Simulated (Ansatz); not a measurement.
Cost and result for the atomization energy of C4H8Si, SMILES `C=C1[SiH2]C1C` (13 atoms, 13 bonds).

Z-matrix (Å, degrees):
```
Si
C 1 1.818
C 1 1.876 2 48.2
H 1 1.481 2 119.0 3 -105.6
H 1 1.480 2 121.0 3 103.2
C 2 1.321 1 154.8 3 165.1
C 3 1.511 1 125.8 2 -108.3
H 3 1.093 1 112.3 2 105.4
H 6 1.085 2 121.6 1 14.9
H 6 1.089 2 121.8 1 -165.3
H 7 1.095 3 111.2 1 150.9
H 7 1.092 3 111.2 1 -88.8
H 7 1.093 3 111.0 1 31.4
```

Total charge 0; spin multiplicity 1. Geometry: relaxed with PBE0-D4/def2-TZVP. Program: Ansatz. All runs use 4 threads of an INTEL XEON PLATINUM 8581C on a shared host. Times are those of one run each, without the atoms' runs, and a repeat can differ threefold. Electronic energies, without spin–orbit coupling; frozen cores. CCSD(T)/CBS adds CCSD(T) − MP2 in def2-TZVPP to the MP2 limit, and its time is that of the two runs behind it. T1 = 0.012; the RHF reference is unstable towards UHF.

CCSD(T)/CBS is a level of theory with its own doubt, some kJ/mol a heavy atom from the limit and from the frozen cores, so smaller differences don't rank the functionals.

| level | functions | wall time |
| --- | --- | --- |
| LDA (SPW92)/def2-TZVPP | 278 | 1 s |
| revPBE-D4/def2-TZVPP | 278 | 1.4 s |
| PBE-D4/def2-TZVPP (with forces) | 278 | 1.9 s |
| BHLYP-D4/def2-TZVPP | 278 | 2.1 s |
| r2SCAN-D4/def2-TZVPP (with forces) | 278 | 2.9 s |
| r2SCANh-D4/def2-TZVPP | 278 | 3.2 s |
| CCSD(T)/def2-SVP | 114 | 3.5 s |
| B2PLYP/def2-TZVPP | 278 | 4.1 s |
| B97M-V/def2-TZVPP | 278 | 4.6 s |
| ωB97X-V/def2-TZVPP | 278 | 4.6 s |
| MP2/def2-QZVPP | 538 | 24 s |
| CCSD(T)/def2-TZVPP | 278 | 84 s |
| CCSD(T)/CBS(def2) | – | 110 s |

Q: What atomization energy does each give, and how far from CCSD(T)/CBS? (Best estimate.)

A: Ansatz gave: 
```csv
level,atomization (kJ/mol),difference from CCSD(T)/CBS,per bond
LDA (SPW92)/def2-TZVPP,5724.5,699.5,53.8
revPBE-D4/def2-TZVPP,5032.0,7.0,0.5
PBE-D4/def2-TZVPP (with forces),5139.7,114.7,8.8
BHLYP-D4/def2-TZVPP,4914.5,-110.5,-8.5
r2SCAN-D4/def2-TZVPP (with forces),5053.6,28.6,2.2
r2SCANh-D4/def2-TZVPP,5030.2,5.2,0.4
CCSD(T)/def2-SVP,4809.7,-215.3,-16.6
B2PLYP/def2-TZVPP,4982.2,-42.8,-3.3
B97M-V/def2-TZVPP,5056.2,31.2,2.4
ωB97X-V/def2-TZVPP,5041.8,16.8,1.3
MP2/def2-QZVPP,5038.4,13.4,1.0
CCSD(T)/def2-TZVPP,4909.2,-115.8,-8.9
CCSD(T)/CBS(def2),5025.0,0.0,0.0
```

From PBE to PBE0 (25 % exact exchange), in def2-TZVPP and without D4, the atomization energy moves by −64.7 kJ/mol: exact exchange takes away binding that semilocal exchange gives to molecules. The D4 term adds +43.9 kJ/mol with B3LYP and +23.1 kJ/mol with PBE0; it sums over pairs of atoms, weighted by their polarisabilities, and B3LYP, whose exchange is more repulsive, gets the larger term. Leaving LDA and LC-ωPBE aside and taking each functional with its dispersion term where it has one, the values spread over 225.2 kJ/mol, from BHLYP-D4 to PBE-D4. LDA lies +612.1 kJ/mol from PBE without D4, its usual overbinding.

B3LYP here is the variant with VWN-RPA as its local correlation; programs differ in this.
